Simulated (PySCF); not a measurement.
**PrH: energy against distance**

Set-up: basis Pr x2c-SVPall, H x2c-SVPall; spin-free X2C with a Gaussian nucleus; PySCF 2.14. Energies in eV from Pr (4f3 6s2) + H in their ground configurations at the same level. State: quintet, about 2.8 electrons in the 4f shell (Mulliken), real f orbitals that mix terms.

All columns are PBE0. A positive dipole means Pr(−)H(+).

```csv
R (Å),E (eV),μ (D),Mulliken charge on Pr (basis-dependent),HOMO (eV),LUMO (eV),Mayer bond order,⟨S²⟩
1.830,-1.911,-2.58,0.23,-3.35,-1.28,0.94,6.00
1.915,-2.097,-2.85,0.22,-3.44,-1.32,0.94,6.00
2.000,-2.207,-3.12,0.23,-3.53,-1.36,0.94,6.00
2.064,-2.249,-3.32,0.23,-3.60,-1.40,0.94,6.00
2.128,-2.261,-3.52,0.23,-3.64,-1.44,0.94,6.00
2.192,-2.250,-3.72,0.24,-3.66,-1.48,0.94,6.00
2.277,-2.205,-3.98,0.24,-3.70,-1.53,0.93,6.00
2.383,-2.111,-4.31,0.25,-3.75,-1.60,0.93,6.00
2.511,-1.960,-4.69,0.26,-3.81,-1.69,0.93,6.00
2.681,-1.719,-5.18,0.28,-3.89,-1.82,0.92,6.00
```

A fit through these points gives, at Re = 2.128 Å, μ = -3.52 D and dμ/dR = -3.12 D/Å; the reduced mass is 1.001 u.

Task: How strong is the fundamental in the double-harmonic approximation, I = 42.26·(dμ/dR)²/μred km/mol?

Result: I = 42.26·(-3.12)²/1.001 = 411 km/mol at PBE0.

Spin–orbit coupling is left out, which matters for elements this heavy, above all for dissociation energies. With d or f electrons several states lie close, and the lowest PBE0 determinant need not be the measured ground state.
